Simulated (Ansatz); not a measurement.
ClH7OSi3, SMILES `[SiH3]O[SiH]([SiH3])Cl` at its PBE0-D4/def2-TZVP geometry, where that method's forces vanish. The species carries charge 0 and has multiplicity 1.

```xyz
12

Si    0.4603   -2.1434   -0.6567
O    -0.3351   -0.7307   -0.9258
Si   -0.2531    0.8873   -0.7805
Si   -0.5347    1.5612    1.4430
Cl    1.6114    1.5365   -1.3854
H    -0.4942   -3.2481   -0.9105
H     0.9294   -2.1972    0.7524
H     1.6235   -2.2543   -1.5702
H    -1.2344    1.4750   -1.7219
H    -0.4425    3.0423    1.5289
H    -1.8633    1.1231    1.9495
H     0.5325    0.9483    2.2773
```

Problem. What forces (eV/Å) does r2SCAN-D4/def2-TZVPP give on these atoms in Ansatz? (An estimate is asked.)

Solution. Computed: 
```
Si1  0.021 -0.054  0.013
O2  -0.038 -0.035 -0.024
Si3 -0.052  0.057  0.010
Si4 -0.012  0.007  0.012
Cl5  0.068  0.023 -0.023
H6   0.033  0.022  0.008
H7  -0.006 -0.008 -0.032
H8  -0.023 -0.004  0.022
H9   0.006 -0.009  0.016
H10 -0.002 -0.026  0.006
H11  0.023  0.011  0.002
H12 -0.019  0.016 -0.009
```
